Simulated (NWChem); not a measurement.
CHCl, singlet; SMILES Cl[CH]

All runs: NWChem. Pople sets run with spherical d functions. Low-valent species are run as closed-shell singlets; no triplet was tried in these runs. The geometry was optimised at B3LYP/6-31G* (spherical d).

### Question
Estimate the computed values for TPSS/6-311G**. Quantities: highest occupied level (eV); orbital gap (eV); dipole (D).

### Answer
```
Item                         Result
---------------------------  ------
highest occupied level (eV)   -5.92
orbital gap (eV)               1.59
dipole (D)                     1.65
```
